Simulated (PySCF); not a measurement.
Compound: C4H15BP2.
SMILES: `[P@+]([BH3-])(C)(CP)CC`

Torsions of this conformer, `[BH3-:1][P@@+:2]([CH3:3])([CH2:4][CH3:5])[CH2:6][PH2:7]`: B1–P2–C4–C5 59°, B1–P2–C6–P7 -178°, H–P7–C6–P2 84°, H–P7–C6–P2 178°.

The closed-shell ground state was solved at several levels (PySCF, density fitting, gas phase, non-relativistic). One conformer (not necessarily the lowest) at the PBE0-D3(BJ)/def2-SVP geometry, without solvent, vibrations or thermal averaging.

```tsv
level	basis functions	HOMO (eV)	LUMO (eV)	gap (eV)	dipole (D)
PBE0/pcSseg-1	208	-7.72	0.11	7.83	4.33
B97-2/pcSseg-1	208	-7.49	0.12	7.61	4.34
```

Estimate the row for B3LYP/def2-SVPD, a basis of 268 functions; the other rows only guide the guess.

HOMO -7.50 eV, LUMO -0.31 eV, gap 7.19 eV, dipole 4.33 D.

Over all these levels, which gives the widest orbital gap and which the narrowest?

PBE0/pcSseg-1 (global hybrid, 25 % exact exchange) has the widest, 7.83 eV, and B3LYP/def2-SVPD (global hybrid, 20 % exact exchange) the narrowest, 7.19 eV. Functional and basis both differ between the two, so the spread mixes both effects.

How far do the dipole and the HOMO energy spread over the levels?

The dipole runs from 4.33 to 4.34 D (mean 4.33 D) and the HOMO from -7.72 to -7.49 eV.
